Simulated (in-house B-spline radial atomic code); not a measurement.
Inner levels of ruthenium as electrons are removed. A shift is the extra binding of the orbital against the neutral atom ([Kr] 4d7 5s1). The density at the nucleus is averaged over the nuclear charge. Computed with a radial B-spline atomic code at the basis-set limit: Dirac-Hartree-Fock, average of the configuration, finite nuclei.

```csv
ion,configuration,shift of 3p1/2 (eV),shift of 2p1/2 (eV),shift of 2s1/2 (eV),radius of 3p1/2 (bohr),radius of 2p1/2 (bohr),radius of 2s1/2 (bohr),Σ<r²> (bohr²),change of density at nucleus (bohr⁻³)
Ru,[Kr] 4d7 5s1,0,0,0,0.39394,0.12371,0.14503,54.172,-
Ru+,[Kr] 4d7,7.2606,7.2554,7.2325,0.39395,0.12371,0.14504,36.963,-10.207
Ru2+,[Kr] 4d6,20.614,20.624,20.618,0.39392,0.12371,0.14504,30.807,-7.073
Ru3+,[Kr] 4d5,36.025,36.142,36.158,0.39385,0.12371,0.14503,26.265,-2.117
Ru4+,[Kr] 4d4,?,?,?,?,?,?,?,?
Ru5+,[Kr] 4d3,?,?,?,?,?,?,?,?
Ru6+,[Kr] 4d2,?,?,?,?,?,?,?,?
Ru7+,[Kr] 4d1,113.53,115.36,115.46,0.39311,0.12369,0.14502,14.775,34.137
Ru8+,[Ar] 3d10 4s2 4p6,136.28,138.94,139.05,0.39279,0.12368,0.14501,12.766,46.962
Ru9+,[Ar] 3d10 4s2 4p5,162.25,166.4,166.42,0.39295,0.12368,0.145,11.27,65.497
Ru10+,[Ar] 3d10 4s2 4p4,189.08,194.91,194.83,0.39258,0.12366,0.14498,9.8757,85.051
Ru11+,[Ar] 3d10 4s2 4p3,216.75,224.43,224.24,0.39217,0.12365,0.14496,8.5724,105.62
Ru12+,[Ar] 3d10 4s2 4p2,245.23,254.96,254.64,0.3917,0.12364,0.14494,7.3504,127.2
Ru13+,[Ar] 3d10 4s2 4p1,274.5,286.47,286,0.39119,0.12362,0.14492,6.2016,149.8
Ru14+,[Ar] 3d10 4s2,304.55,318.96,318.33,0.39064,0.1236,0.14489,5.1194,173.41
Ru15+,[Ar] 3d10 4s1,336.34,353.14,351.93,0.38992,0.12358,0.14489,4.1708,-36.116
Ru16+,[Ar] 3d10,368.84,388.19,386.36,0.38917,0.12356,0.14489,3.2694,-261.09
Ru17+,[Ar] 3d9,422.95,456.52,454.48,0.38514,0.12347,0.1448,3.0166,-212.55
Ru18+,[Ar] 3d8,478.42,527.16,524.86,0.38114,0.12337,0.1447,2.7805,-161.3
Ru19+,[Ar] 3d7,535.23,600.08,597.46,0.37717,0.12326,0.14459,2.5596,-107.33
Ru20+,[Ar] 3d6,593.37,675.25,672.26,0.37325,0.12315,0.14447,2.3524,-50.647
Ru21+,[Ar] 3d5,652.82,752.66,749.23,0.36937,0.12302,0.14435,2.1578,8.746
```

Question: Fill in the row of Ru4+.

Answer: shift of 3p1/2 (eV): 53.185; shift of 2p1/2 (eV): 53.523; shift of 2s1/2 (eV): 53.559; radius of 3p1/2 (bohr): 0.39374; radius of 2p1/2 (bohr): 0.1237; radius of 2s1/2 (bohr): 0.14503; Σ<r²> (bohr²): 22.645; change of density at nucleus (bohr⁻³): 4.563.

Question: Fill in the row of Ru5+.

Answer: shift of 3p1/2 (eV): 71.901; shift of 2p1/2 (eV): 72.59; shift of 2s1/2 (eV): 72.648; radius of 3p1/2 (bohr): 0.39359; radius of 2p1/2 (bohr): 0.1237; radius of 2s1/2 (bohr): 0.14503; Σ<r²> (bohr²): 19.627; change of density at nucleus (bohr⁻³): 12.883.

Question: Fill in the row of Ru6+.

Answer: shift of 3p1/2 (eV): 92.045; shift of 2p1/2 (eV): 93.23; shift of 2s1/2 (eV): 93.308; radius of 3p1/2 (bohr): 0.39338; radius of 2p1/2 (bohr): 0.1237; radius of 2s1/2 (bohr): 0.14503; Σ<r²> (bohr²): 17.039; change of density at nucleus (bohr⁻³): 22.76.
